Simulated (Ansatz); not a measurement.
## Energy profile

The step: AlH + H₂ → AlH + H₂; bonds formed: Al1–H4, H2–H3; bonds broken: Al1–H2, H3–H4 (atoms numbered as in the saddle structure below).

```
4
angstrom
Al -1.0537 0.2336 -0.4954
H 0.6802 -0.1124 -0.8072
H 0.5413 -0.1200 0.2545
H -0.1678 -0.0012 1.0483
```

Electronic energies by CCSD(T) at an estimated basis limit (MP2 extrapolated from triple and quadruple zeta, plus CCSD(T) − MP2 in triple zeta), on PBE0-D4/def2-TZVP structures; AlH3, closed shell; no counterpoise correction. Program: Ansatz 0.2.0. Basis: def2-TZVPP and def2-QZVPP. Cores are frozen in the correlated methods. Extrapolation: Hartree–Fock as exp(−7.88 √X), correlation as X^−2.97.

(1) Give the profile in eV, counted from the separated reactants. (Judge from chemistry; the value comes from the calculation.)

No T1 diagnostic of these runs exceeds 0.016. The restricted Hartree–Fock reference is unstable towards an unrestricted one at one or more of these structures.

Answers

(1) By the calculation:
```tsv
point	eV
separated: AlH (Al1, H2; singlet) + H2 (H3, H4; singlet)	0.000
start structure	-0.012
saddle	0.584
end structure	-0.012
separated: AlH (Al1, H4; singlet) + H2 (H2, H3; singlet)	0.000
```

For scale, one of the runs: CCSD(T)/def2-TZVPP, 84 basis functions, launched by `ansatz run in.yaml --threads 2 --pin off --events-out ev --progress --plain --max-ram 4352MiB`. Hardware: 2 CPU threads of an Arm Neoverse V2, shared host. Wall time about 0.6 s.
